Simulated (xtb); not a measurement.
Br2Ge, singlet, geometry from GFN2-xTB. Base run: xtb 6.7.1 with GFN0-xTB.

xtb was given this input:
```
$ xtb mol.xyz --gfn 0 --json

# file mol.xyz
3

Ge     0.01682949     0.00687689     1.03311619
Br     1.00009172    -1.51961211    -0.47860423
Br    -1.01547868     1.51332467    -0.46595914
```

Each row names what was changed in the base input (with any setting that the change needs).

```tsv
change	ΔE vs base (kcal/mol)	HOMO-LUMO gap (eV)
base	0.000	2.63
file = coord	0.000	2.63
etemp = 3000	-0.167	2.63
etemp = 10	0.000	2.63
acc = 1000	0.000	2.63
```
